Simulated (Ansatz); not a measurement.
Geometry optimisation, RKS PBE0/STO-3G (Ansatz 0.2.0).

Input file:

```yaml
crystal:
  periodic: [false, false, false]
  atoms:
    - { symbol: Al, position_ang: [0.0, 0.0, 0.0] }
    - { symbol: O, position_ang: [0.0, 0.0, 1.78] }
    - { symbol: Si, position_ang: [-1.3147, -0.4067, 2.7436] }
    - { symbol: H, position_ang: [-2.239, -1.2403, 1.9804] }
    - { symbol: H, position_ang: [-0.8506, -1.1432, 3.9157] }
    - { symbol: H, position_ang: [-1.9987, 0.8095, 3.1733] }
    - { symbol: Cl, position_ang: [1.9312, 0.0, -1.115] }
    - { symbol: "N", position_ang: [-1.6627, 0.0, -0.96] }
    - { symbol: H, position_ang: [-2.3316, -0.8164, -0.8614] }
    - { symbol: H, position_ang: [-1.9118, 0.8164, -1.5886] }
basis:
  gaussian: { orbitals: STO-3G }
hamiltonian:
  xc: pbe0
relax:
  f_tol: 0.02
  max_steps: 40
```

Command:

```bash
$ ansatz run input.yaml --threads 1 --pin off --max-ram 2048MiB --backend cpu --events-out ev --progress --plain --runs-dir out
```

Task: Where does it end, and by what steps?

Result: The forces met the threshold. The force dipped under the threshold on the way, but the program's further checks kept it going. Limits of this set-up: minimal basis. After 17 steps the energy has fallen by 1.415 eV; H9 moved furthest, 0.93 Å.

```json
{"step": "0", "energy less start (eV)": "0.0000", "largest force component (eV/Å)": "3.359", "accepted": "yes"}
{"step": "1", "energy less start (eV)": "-1.0180", "largest force component (eV/Å)": "1.629", "accepted": "yes"}
{"step": "2", "energy less start (eV)": "-1.2048", "largest force component (eV/Å)": "1.585", "accepted": "yes"}
{"step": "3", "energy less start (eV)": "-1.3012", "largest force component (eV/Å)": "0.936", "accepted": "yes"}
{"step": "4", "energy less start (eV)": "-1.3810", "largest force component (eV/Å)": "0.326", "accepted": "yes"}
{"step": "5", "energy less start (eV)": "-1.3706", "largest force component (eV/Å)": "0.338", "accepted": "no"}
{"step": "6", "energy less start (eV)": "-1.4035", "largest force component (eV/Å)": "0.108", "accepted": "yes"}
{"step": "7", "energy less start (eV)": "-1.4112", "largest force component (eV/Å)": "0.064", "accepted": "yes"}
{"step": "8", "energy less start (eV)": "-1.4125", "largest force component (eV/Å)": "0.071", "accepted": "yes"}
{"step": "9", "energy less start (eV)": "-1.4130", "largest force component (eV/Å)": "0.037", "accepted": "yes"}
{"step": "10", "energy less start (eV)": "-1.4136", "largest force component (eV/Å)": "0.032", "accepted": "yes"}
{"step": "11", "energy less start (eV)": "-1.4138", "largest force component (eV/Å)": "0.104", "accepted": "yes"}
{"step": "12", "energy less start (eV)": "-1.4142", "largest force component (eV/Å)": "0.061", "accepted": "yes"}
{"step": "13", "energy less start (eV)": "-1.4146", "largest force component (eV/Å)": "0.041", "accepted": "yes"}
{"step": "14", "energy less start (eV)": "-1.4149", "largest force component (eV/Å)": "0.009", "accepted": "yes"}
{"step": "15", "energy less start (eV)": "-1.4152", "largest force component (eV/Å)": "0.017", "accepted": "yes"}
{"step": "16", "energy less start (eV)": "-1.4152", "largest force component (eV/Å)": "0.051", "accepted": "yes"}
{"step": "17", "energy less start (eV)": "-1.4154", "largest force component (eV/Å)": "0.015", "accepted": "yes"}
```

```xyz
10
Properties=species:S:1:pos:R:3
Al -0.071 -0.016 0.039
O 0.074 -0.346 1.672
Si -1.297 -0.531 2.641
H -2.183 -1.567 2.144
H -0.852 -0.895 3.967
H -2.067 0.695 2.725
Cl 1.684 0.263 -1.034
N -1.551 0.116 -0.823
H -2.495 -0.013 -0.431
H -1.622 0.314 -1.832
```

Whether the end is a true minimum wasn't checked by a vibrational analysis.

The run took 30 s on 1 thread of Intel(R) Xeon(R) 6975P-C (Granite Rapids), on a shared host, peak memory 0.19 GiB.
